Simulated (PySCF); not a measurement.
SiFCl2, SMILES F[Si](Cl)Cl, multiplicity 2. Atoms are numbered in the order given.

```xyz
4

Si     0.4663     0.3860     0.0000
F     -0.3037     1.8072     0.0000
Cl    -0.1116    -0.6373    -1.6852
Cl    -0.1116    -0.6373     1.6852
```
Charge 0, spin multiplicity 2.

Geometry optimised at PBE0-D3(BJ)/def2-SVP.

Two levels are set side by side: PBE/pcH-1 (PySCF) and B3LYP/pcH-1 (PySCF). Contact hyperfine couplings, same geometry. Differences are taken from unrounded values.

```tsv
quantity	B3LYP	PBE	PBE minus B3LYP
A(iso) of 29Si, atom Si1 (MHz)	-1268.1	-1185.6	82.5
A(iso) of 19F, atom F2 (MHz)	255.9	233.4	-22.5
A(iso) of 35Cl, atom Cl3 (MHz)	34.5	32.5	-2.0
A(iso) of 35Cl, atom Cl4 (MHz)	34.5	32.5	-2.0
```

Rough cost on one machine, each run with all the roots and properties that it gave: B3LYP against PBE within a factor of 2.
